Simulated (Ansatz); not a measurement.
Steps of a relaxation of `S[SiH2][O][GeH3]` with RKS PBE0-D4/def2-TZVP.

```sh
$ ansatz run in.yaml --threads 4 --pin off --events-out ev --progress --plain --max-ram 10444MiB
```

```yaml
crystal:
  periodic: [false, false, false]
  atoms:
    - {symbol: S, position_ang: [-0.897023, 0.328800, -2.123933]}
    - {symbol: Si, position_ang: [-0.121151, 1.379917, -0.396887]}
    - {symbol: O, position_ang: [0.043487, 0.379032, 0.929682]}
    - {symbol: Ge, position_ang: [0.636451, -1.332951, 0.979313]}
    - {symbol: H, position_ang: [-2.115288, 0.094178, -1.559132]}
    - {symbol: H, position_ang: [-1.030300, 2.497671, 0.020464]}
    - {symbol: H, position_ang: [1.198234, 1.905929, -0.893668]}
    - {symbol: H, position_ang: [-0.514349, -2.269480, 0.531650]}
    - {symbol: H, position_ang: [1.008839, -1.562124, 2.463061]}
    - {symbol: H, position_ang: [1.874199, -1.472173, 0.052449]}
basis:
  gaussian: {orbitals: def2-TZVP}
hamiltonian: {xc: pbe0, dispersion: d4}
relax: {f_tol: 0.005, max_steps: 150}
```

Positions (Å) and forces (eV/Å) along the path, 14 of 14 steps:

```xyz
10
step=1 energy=-77363.5631 eV
S    -0.897    0.329   -2.124   -0.282    0.133    0.552
Si   -0.121    1.380   -0.397    0.065   -0.556    0.606
O     0.043    0.379    0.930    0.096    0.181   -0.996
Ge    0.636   -1.333    0.979   -0.104    0.328    0.016
H    -2.115    0.094   -1.559    0.422    0.082   -0.199
H    -1.030    2.498    0.020    0.202   -0.287   -0.109
H     1.198    1.906   -0.894   -0.301   -0.150    0.155
H    -0.514   -2.269    0.532    0.185    0.179    0.063
H     1.009   -1.562    2.463   -0.057    0.042   -0.231
H     1.874   -1.472    0.052   -0.225    0.047    0.144
10
step=2 energy=-77363.6118 eV
S    -0.892    0.326   -2.102   -0.121    0.008    0.123
Si   -0.117    1.362   -0.395    0.011   -0.370    0.533
O     0.045    0.376    0.920    0.041    0.171   -0.593
Ge    0.634   -1.321    0.974   -0.090    0.236    0.016
H    -2.104    0.101   -1.548    0.166    0.039   -0.072
H    -1.026    2.463    0.012    0.057   -0.046   -0.033
H     1.195    1.879   -0.872   -0.072   -0.034    0.025
H    -0.511   -2.240    0.523    0.021    0.007    0.014
H     1.004   -1.547    2.446    0.001   -0.009   -0.029
H     1.854   -1.450    0.046   -0.014   -0.001    0.017
10
step=3 energy=-77363.6225 eV
S    -0.886    0.321   -2.099   -0.032    0.005    0.014
Si   -0.125    1.350   -0.388    0.067    0.012    0.067
O     0.048    0.377    0.908   -0.003   -0.038   -0.072
Ge    0.633   -1.311    0.972   -0.002   -0.003    0.030
H    -2.096    0.120   -1.552   -0.029   -0.023   -0.026
H    -1.023    2.453    0.016   -0.027    0.011   -0.015
H     1.182    1.861   -0.869    0.027    0.025   -0.001
H    -0.509   -2.235    0.528   -0.009   -0.002   -0.003
H     1.007   -1.543    2.439    0.003    0.009    0.017
H     1.853   -1.444    0.048    0.005    0.002   -0.011
10
step=4 energy=-77363.6228 eV
S    -0.894    0.328   -2.092    0.030   -0.018   -0.090
Si   -0.117    1.352   -0.384   -0.080    0.038    0.016
O     0.049    0.373    0.904    0.026   -0.042    0.019
Ge    0.635   -1.313    0.974    0.004   -0.027    0.022
H    -2.115    0.111   -1.575    0.018    0.028    0.043
H    -1.021    2.453    0.015    0.002    0.019    0.007
H     1.191    1.867   -0.860    0.001   -0.004   -0.023
H    -0.509   -2.236    0.533   -0.001   -0.001    0.004
H     1.012   -1.539    2.442    0.001    0.007    0.004
H     1.852   -1.447    0.046    0.001   -0.001   -0.001
10
step=5 energy=-77363.6238 eV
S    -0.891    0.327   -2.098   -0.001    0.003   -0.018
Si   -0.120    1.351   -0.386   -0.015    0.012    0.020
O     0.048    0.372    0.903    0.013   -0.021   -0.028
Ge    0.635   -1.315    0.975   -0.001   -0.007    0.019
H    -2.108    0.120   -1.566    0.004    0.004    0.004
H    -1.024    2.453    0.015    0.000    0.003    0.000
H     1.187    1.867   -0.865    0.000    0.003   -0.003
H    -0.508   -2.239    0.533    0.001   -0.001    0.005
H     1.011   -1.539    2.444    0.001    0.007    0.000
H     1.853   -1.448    0.048   -0.001   -0.002    0.001
10
step=6 energy=-77363.6241 eV
S    -0.891    0.330   -2.101   -0.001    0.010   -0.002
Si   -0.121    1.351   -0.387   -0.004    0.008    0.005
O     0.048    0.369    0.901    0.010   -0.017   -0.025
Ge    0.636   -1.317    0.976   -0.002   -0.002    0.015
H    -2.108    0.126   -1.567   -0.002   -0.002   -0.002
H    -1.026    2.452    0.015    0.000   -0.003    0.001
H     1.185    1.868   -0.866   -0.001    0.002    0.003
H    -0.506   -2.242    0.537    0.001   -0.001    0.005
H     1.012   -1.537    2.445    0.000    0.006   -0.001
H     1.854   -1.451    0.049   -0.001   -0.003    0.002
10
step=7 energy=-77363.6246 eV
S    -0.894    0.340   -2.111    0.004    0.021    0.019
Si   -0.124    1.351   -0.389    0.010   -0.002   -0.030
O     0.049    0.361    0.890    0.003   -0.007   -0.008
Ge    0.639   -1.324    0.980   -0.002    0.013    0.006
H    -2.110    0.142   -1.575   -0.011   -0.009   -0.007
H    -1.030    2.450    0.019    0.001   -0.012    0.007
H     1.181    1.876   -0.866   -0.003   -0.001    0.009
H    -0.503   -2.254    0.551    0.000    0.000    0.003
H     1.017   -1.528    2.451    0.000    0.003   -0.001
H     1.857   -1.465    0.053   -0.001   -0.004    0.001
10
step=8 energy=-77363.6249 eV
S    -0.896    0.351   -2.118    0.007    0.019    0.018
Si   -0.125    1.352   -0.391    0.010   -0.004   -0.033
O     0.051    0.355    0.883    0.000   -0.005    0.002
Ge    0.642   -1.328    0.983   -0.003    0.014    0.001
H    -2.113    0.150   -1.586   -0.010   -0.008   -0.005
H    -1.033    2.446    0.023    0.000   -0.012    0.008
H     1.179    1.882   -0.865   -0.003   -0.003    0.007
H    -0.501   -2.262    0.563   -0.001    0.001    0.002
H     1.022   -1.521    2.455    0.001    0.001   -0.001
H     1.857   -1.476    0.055   -0.001   -0.002    0.001
10
step=9 energy=-77363.6251 eV
S    -0.896    0.361   -2.125    0.005    0.007    0.006
Si   -0.126    1.352   -0.393    0.004   -0.003   -0.013
O     0.053    0.351    0.877   -0.002   -0.001    0.004
Ge    0.643   -1.330    0.986   -0.001    0.008    0.000
H    -2.114    0.154   -1.597   -0.003   -0.003   -0.001
H    -1.036    2.441    0.030    0.001   -0.005    0.003
H     1.177    1.887   -0.863   -0.003   -0.001    0.002
H    -0.502   -2.266    0.576    0.001    0.001    0.000
H     1.029   -1.514    2.458    0.000   -0.001   -0.001
H     1.856   -1.486    0.055   -0.002   -0.002   -0.001
10
step=10 energy=-77363.6251 eV
S    -0.895    0.364   -2.127    0.002    0.000    0.001
Si   -0.126    1.352   -0.393    0.000    0.002   -0.001
O     0.053    0.351    0.876    0.000   -0.002    0.003
Ge    0.643   -1.330    0.987   -0.001   -0.002   -0.005
H    -2.113    0.152   -1.600    0.000    0.000    0.000
H    -1.037    2.439    0.032    0.000   -0.001    0.000
H     1.176    1.889   -0.863   -0.001   -0.001    0.000
H    -0.503   -2.266    0.580   -0.002    0.001    0.003
H     1.031   -1.513    2.458    0.001    0.001   -0.002
H     1.853   -1.490    0.052    0.002    0.002    0.002
10
step=11 energy=-77363.6251 eV
S    -0.893    0.365   -2.127   -0.002   -0.004   -0.003
Si   -0.126    1.353   -0.393   -0.001    0.001    0.006
O     0.053    0.351    0.876   -0.001    0.002   -0.001
Ge    0.642   -1.330    0.986    0.003   -0.002    0.004
H    -2.110    0.149   -1.601    0.002    0.001    0.000
H    -1.038    2.438    0.033    0.000    0.002   -0.002
H     1.176    1.890   -0.862    0.001    0.002    0.000
H    -0.507   -2.265    0.584    0.001    0.000   -0.001
H     1.034   -1.512    2.456    0.000   -0.001    0.001
H     1.851   -1.490    0.051   -0.003   -0.001   -0.002
10
step=12 energy=-77363.6251 eV
S    -0.888    0.363   -2.127    0.002    0.001   -0.001
Si   -0.126    1.353   -0.391    0.002   -0.004    0.001
O     0.052    0.352    0.878    0.000    0.000    0.001
Ge    0.641   -1.330    0.986    0.000    0.002   -0.003
H    -2.107    0.149   -1.603   -0.003   -0.001    0.001
H    -1.040    2.438    0.031   -0.001    0.000    0.000
H     1.177    1.892   -0.858    0.000    0.000    0.001
H    -0.509   -2.265    0.589    0.000    0.000    0.001
H     1.039   -1.512    2.455    0.000    0.001    0.000
H     1.845   -1.491    0.045   -0.001   -0.001    0.001
10
step=13 energy=-77363.6251 eV
S    -0.884    0.363   -2.128    0.003    0.001    0.000
Si   -0.126    1.354   -0.390    0.001   -0.003    0.001
O     0.051    0.352    0.879    0.000    0.002   -0.002
Ge    0.640   -1.330    0.986   -0.001    0.001   -0.002
H    -2.103    0.147   -1.605   -0.003   -0.001    0.000
H    -1.043    2.437    0.030   -0.001    0.000    0.001
H     1.177    1.895   -0.854    0.000   -0.001    0.000
H    -0.513   -2.264    0.595    0.000    0.000    0.001
H     1.045   -1.511    2.453    0.001    0.000   -0.001
H     1.839   -1.493    0.038   -0.001    0.000    0.002
10
step=14 energy=-77363.6251 eV
S    -0.878    0.363   -2.129    0.000    0.001    0.001
Si   -0.126    1.354   -0.389    0.003   -0.003    0.002
O     0.051    0.352    0.880    0.000    0.002   -0.002
Ge    0.639   -1.330    0.985    0.001   -0.001   -0.001
H    -2.099    0.145   -1.609   -0.001    0.000    0.000
H    -1.046    2.436    0.031   -0.001    0.000    0.000
H     1.176    1.898   -0.851    0.000    0.000    0.001
H    -0.518   -2.263    0.603    0.000    0.001    0.001
H     1.052   -1.509    2.450   -0.001    0.000   -0.001
H     1.832   -1.496    0.032   -0.001    0.001    0.001
```

Run time 27 s (4 threads of an Intel Xeon 6975P-C on a shared host); peak host memory 0.6 GiB.
